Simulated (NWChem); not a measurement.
Species: C4H4ClF; SMILES C(C[C@@H](Cl)F)#C

```xyz
10

C      0.6977    -2.4701    -0.6051
C      0.1417    -1.6566     0.0962
C     -0.5325    -0.6890     0.9493
C     -0.6692     0.6987     0.3457
F     -1.3678     0.6415    -0.8071
Cl     0.9221     1.4378     0.0359
H      1.1938    -3.1872    -1.2328
H     -0.0039    -0.5954     1.9117
H     -1.5534    -1.0429     1.1763
H     -1.1910     1.3743     1.0410
```
Atoms are numbered in this order, from 1.

Level: PBE0/def2-SVP (NWChem), optimised geometry, unscaled harmonic frequencies. 

**Question.** List the harmonic frequencies with IR intensities, and the thermochemistry.

**Answer.** 
```json
[
 {"frequency (cm⁻¹)": "84", "IR intensity (km/mol)": "0.2"},
 {"frequency (cm⁻¹)": "136", "IR intensity (km/mol)": "2.3"},
 {"frequency (cm⁻¹)": "301", "IR intensity (km/mol)": "0.5"},
 {"frequency (cm⁻¹)": "352", "IR intensity (km/mol)": "5.8"},
 {"frequency (cm⁻¹)": "373", "IR intensity (km/mol)": "2.9"},
 {"frequency (cm⁻¹)": "410", "IR intensity (km/mol)": "4.3"},
 {"frequency (cm⁻¹)": "664", "IR intensity (km/mol)": "49.0"},
 {"frequency (cm⁻¹)": "699", "IR intensity (km/mol)": "39.2"},
 {"frequency (cm⁻¹)": "718", "IR intensity (km/mol)": "38.2"},
 {"frequency (cm⁻¹)": "759", "IR intensity (km/mol)": "27.5"},
 {"frequency (cm⁻¹)": "891", "IR intensity (km/mol)": "21.5"},
 {"frequency (cm⁻¹)": "951", "IR intensity (km/mol)": "21.5"},
 {"frequency (cm⁻¹)": "1045", "IR intensity (km/mol)": "30.0"},
 {"frequency (cm⁻¹)": "1149", "IR intensity (km/mol)": "79.2"},
 {"frequency (cm⁻¹)": "1241", "IR intensity (km/mol)": "39.8"},
 {"frequency (cm⁻¹)": "1295", "IR intensity (km/mol)": "46.2"},
 {"frequency (cm⁻¹)": "1358", "IR intensity (km/mol)": "11.5"},
 {"frequency (cm⁻¹)": "1386", "IR intensity (km/mol)": "18.1"},
 {"frequency (cm⁻¹)": "1421", "IR intensity (km/mol)": "10.1"},
 {"frequency (cm⁻¹)": "2261", "IR intensity (km/mol)": "0.4"},
 {"frequency (cm⁻¹)": "3065", "IR intensity (km/mol)": "4.5"},
 {"frequency (cm⁻¹)": "3122", "IR intensity (km/mol)": "20.1"},
 {"frequency (cm⁻¹)": "3127", "IR intensity (km/mol)": "2.0"},
 {"frequency (cm⁻¹)": "3491", "IR intensity (km/mol)": "72.4"}
]
```

The zero-point energy is 43.3 kcal/mol and the thermal correction to the enthalpy at 298.15 K (with zero-point energy) comes out as 47.9 kcal/mol. The heat capacity Cv is 21.5 cal/(mol K). The entropy at 298.15 K and 1 atm (symmetry number 1) is 80.3 cal/(mol K) and the dipole moment is 2.07 D.

Rigid rotor and harmonic oscillator; modes under 100 cm⁻¹ make the entropy uncertain.
